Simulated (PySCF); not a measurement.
Species: AsB₂H₅.
Bonds: B1–B2, B2–As3. Hydrogens: H4, H5 on B1; H6 on B2; H7, H8 on As3.

Method: PBE0-D3(BJ)/def2-SVP geometry optimisation, gas phase in PySCF 2.14.0.

Question: What internal coordinates does the optimisation give?

Answer: 
| bond | length (Å) |
| --- | --- |
| B1–B2 | 1.641 |
| B2–As3 | 2.011 |
| B1–H4, B1–H5 | 1.212 |
| B2–H6 | 1.210 |
| As3–H7, As3–H8 | 1.519 |

Bonds in one row agree within 0.01 Å and their mean is given. A selection of angles:
| angle | degrees |
| --- | --- |
| B2–B1–H4 | 123.4 |
| B2–B1–H5 | 119.9 |
| H4–B1–H5 | 116.6 |
| B1–B2–As3 | 119.8 |
| B1–B2–H6 | 126.1 |
| As3–B2–H6 | 114.0 |
| B2–As3–H7 | 100.6 |
| B2–As3–H8 | 97.5 |
| H7–As3–H8 | 96.1 |

B1 (three-coordinate boron) is planar (angles 123.4°, 119.9° and 116.6°, sum 359.9°, 0.02 Å off the plane of its three neighbours). B2 (three-coordinate boron) is planar (angles 126.1°, 119.8° and 114.0°, sum 359.8°, 0.04 Å off the plane of its three neighbours). As3 (arsenic bonded to B and 2 H) is pyramidal (angles 100.6°, 97.5° and 96.1°, sum 294.2°, 0.81 Å off the plane of its three neighbours).

Stationary, but not proved a minimum. One conformer, not necessarily the lowest (B1–B2–As3–H 34° and 132°).
